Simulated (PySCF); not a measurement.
Input file for PySCF: R-HF/STO-3G on H4Se2Si (SMILES [SiH3][Se][SeH]), a point of a torsion scan.

```python
from pyscf import gto, scf, dft, mp
from pyscf.data.elements import chemcore

mol = gto.M(
    atom='''
    Si   -1.18030211   -0.10508181    0.09430284
    Se    0.51173314    1.37499183   -0.48329187
    Se    1.30518657    0.47957679   -2.45249482
    H    -1.21942898   -1.12525318   -0.94578904
    H    -2.40727801    0.68114623    0.15528026
    H    -0.81315357   -0.65458286    1.39480561
    H     2.41523686   -0.25871181   -1.86636352
    ''',
    basis='sto-3g',
    charge=0, spin=0, verbose=3, max_memory=1800)
mf = scf.RHF(mol)
mf.conv_tol = 1e-8
mf.max_cycle = 100
mf.kernel()
if not mf.converged:
    mf = mf.newton().run(mf.mo_coeff, mf.mo_occ)
```

Output:

```
converged SCF energy = -5035.08344947786
```

Self-consistency was reached.

Cost: roughly 0.6 core-seconds.
